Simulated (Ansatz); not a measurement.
Geometry optimisation, Ansatz, RKS PBE/def2-SVP.

The input (input.yaml):

```yaml
crystal:
  periodic: [false, false, false]
  atoms:
    - { symbol: C, position_ang: [-0.43444, -0.55798, 1.11572] }
    - { symbol: O, position_ang: [-0.06764, 0.62886, 0.42169] }
    - { symbol: Ga, position_ang: [0.49989, 0.76138, -1.2463] }
    - { symbol: F, position_ang: [0.5649, -0.80598, -2.0667] }
    - { symbol: Cl, position_ang: [1.03337, 2.54563, -2.14109] }
    - { symbol: H, position_ang: [0.21542, -0.65908, 1.98804] }
    - { symbol: H, position_ang: [-0.33731, -1.45361, 0.49216] }
    - { symbol: H, position_ang: [-1.4742, -0.45922, 1.43649] }
basis:
  gaussian: { orbitals: def2-SVP }
hamiltonian:
  xc: pbe
relax:
  f_tol: 0.02
  max_steps: 50
```

Launched with:

```bash
$ ansatz run input.yaml --threads 2 --pin off --max-ram 3072MiB --backend cpu --events-out ev --progress --plain --runs-dir out
```

Task: Where does it end, and by what steps?

Result: It converged. After 4 steps the energy has fallen by 0.086 eV; O2 moved furthest, 0.07 Å.

| step | energy less start (eV) | largest force component (eV/Å) | accepted |
| --- | --- | --- | --- |
| 0 | 0.0000 | 1.362 | yes |
| 1 | -0.0729 | 0.339 | yes |
| 2 | -0.0849 | 0.108 | yes |
| 3 | -0.0858 | 0.040 | yes |
| 4 | -0.0858 | 0.020 | yes |

```xyz
8
Properties=species:S:1:pos:R:3
C -0.432 -0.537 1.114
O -0.068 0.678 0.468
Ga 0.485 0.715 -1.225
F 0.596 -0.802 -2.118
Cl 1.033 2.544 -2.172
H 0.211 -0.691 2.009
H -0.338 -1.434 0.464
H -1.487 -0.472 1.460
```

Time of the run: 6.9 s on 2 threads of Intel(R) Xeon(R) 6975P-C (Granite Rapids), on a shared host, peak memory 0.2 GiB.
